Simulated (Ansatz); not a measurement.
The same ligand exchange along the group O, S, Se.

Program: Ansatz. Geometries: PBE0-D4/def2-TZVP. ΔE: electronic, gas phase. CBS: MP2 limit from def2 TZ/QZ plus the TZ coupled-cluster correction, frozen cores. This one scheme is used for every species. DFT in def2-TZVPP. def2 core potentials past Kr. For In, Se outer-core shells are correlated without core-valence functions, which leaves a few kJ/mol of doubt a bond. Scalar relativity is left out up to krypton.

| reaction | CCSD(T)/CBS(def2) (eV) |
| --- | --- |
| `C[O][InH2]` + `C=N` → `C=[N][InH2]` + CH₃OH | 0.45 |
| `C[S][InH2]` + `C=N` → `C=[N][InH2]` + CH₃SH | 1.03 |
| `C[Se][InH2]` + `C=N` → `C=[N][InH2]` + `C[SeH]` | ? |

(1) Fill in the missing values. (An estimate is asked.)

Largest T1 diagnostic: 0.017, for `C[O][InH2]`.

## Answers

(1) Computed: `C[Se][InH2]` + `C=N` → `C=[N][InH2]` + `C[SeH]`: +1.27 eV.
